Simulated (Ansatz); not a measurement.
## Worked example: CH2ClF + SbCl2 → CH2F + SbCl3

Gas-phase species: CH2ClF `FCCl`, singlet; SbCl2 `[Cl][Sb][Cl]`, doublet; CH2F `[CH2]F`, doublet; SbCl3 (antimony trichloride) `[Cl][Sb]([Cl])[Cl]`, singlet. A radical takes Cl: the energy is the difference in strength between the C–Cl bond broken and the Sb–Cl bond made.

Shapes, held fixed at every level: PBE0-D4/def2-TZVP. Programs: Ansatz 0.2.0. The zero-point and thermal change to 298 K, harmonic and unscaled (PBE0-D4/def2-TZVP), is -9.5 kJ/mol.

At CCSD(T)/def2-TZVPP; 1 Eh = 2625.50 kJ/mol:

```
species   energy (Eh)
 CH2ClF   -598.693144
  SbCl2  -1159.110146
   CH2F   -138.893050
  SbCl3  -1618.895347
```

Task: Work out ΔH(298 K) of the reaction at this level.

Result: 
1. Products less reactants: (-138.893050) + (-1618.895347) − [(-598.693144) + (-1159.110146)] = 0.014893 Eh = +39.1 kJ/mol.
2. With the thermal change: +39.1 + (-9.5) = +29.6 kJ/mol.

Other levels give +15.0 (BHLYP-D4/def2-TZVPP) to +38.5 kJ/mol (SPW92/def2-TZVPP). No measured value is set beside it here. Open shells run unrestricted. For atoms past krypton def2 sets carry core potentials with scalar relativity. Outer-core shells of Sb are correlated, in sets that cover them unevenly.
